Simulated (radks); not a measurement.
Dipole-allowed excitations along the series with 29 electrons in [Ar] 3d10 4s1. All-electron calculation, non-relativistic Kohn-Sham, LDA (Slater exchange, Perdew-Wang correlation), spin-polarised, spherical densities, point nucleus; open shells are filled with parallel spins first (spin-orbit coupling, left out, can overturn this in heavy ions). Program: a radial shooting solver on a logarithmic mesh with Libxc functionals. Time-dependent linear response with the Hartree and adiabatic LDA kernel, continuum included through the Sternheimer equations. Lines are the poles of the dipole polarisability below minus the highest occupied eigenvalue, found on a grid refined at the orbital gaps; the lowest seven at most are given, and weak or close lines can be missed. The first line takes the name of the lowest orbital gap if no other gap lies below it; otherwise a line is named after a gap within 0.6 % of it, if that gap stands alone.

species  -e(HOMO) (eV)  lowest orbital gap (eV)  first line (eV)      f  static alpha (bohr^3)
Se5+            75.672             4s-4p 13.632   14.648 (4s-4p)  0.749                  3.026
Br6+            95.954             4s-4p 15.422   16.558 (4s-4p)  0.730                  2.292
Kr7+            118.10             4s-4p 17.195   18.447 (4s-4p)  0.711                  1.787
Rb8+            142.08             4s-4p 18.956   20.321 (4s-4p)  0.692                  1.426
Sr9+            167.88             4s-4p 20.708   22.183 (4s-4p)  0.673                  1.159
